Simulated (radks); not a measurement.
Task: Cr+, configuration [Ar] 3d4 7d1 (not the ground configuration). Method: Dirac Kohn-Sham, PBE, spin-unpolarised, spherical densities, point nucleus; open shells fill j = l - 1/2 first; computed with a radial shooting solver on a logarithmic mesh with Libxc functionals. Some entries of the table are withheld. Estimate them.

| orbital | occ. | eigenvalue (hartree) | r(max) (bohr) |
|---|---|---|---|
| 1s1/2 | 2 | -216.8059 | 0.04160 |
| 2s1/2 | 2 | -25.24225 | 0.2435 |
| 2p1/2 | 2 | (1) | 0.1961 |
| 2p3/2 | 4 | (2) | 0.1985 |
| 3s1/2 | 2 | -3.44024 | 0.7761 |
| 3p1/2 | 2 | -2.41173 | 0.7920 |
| 3p3/2 | 4 | -2.37381 | 0.7988 |
| 3d3/2 | 4 | -0.78699 | 0.8193 |
| 3d5/2 | 0 | -0.78352 | 0.8217 |
| 7d3/2 | 1 | -0.04780 | (3) |
| 7d5/2 | 0 | -0.04777 | (4) |

Result: 
(1) 2p1/2 eigenvalue (hartree): -21.54221
(2) 2p3/2 eigenvalue (hartree): -21.22444
(3) 7d3/2 r(max) (bohr): 28.43
(4) 7d5/2 r(max) (bohr): 28.44
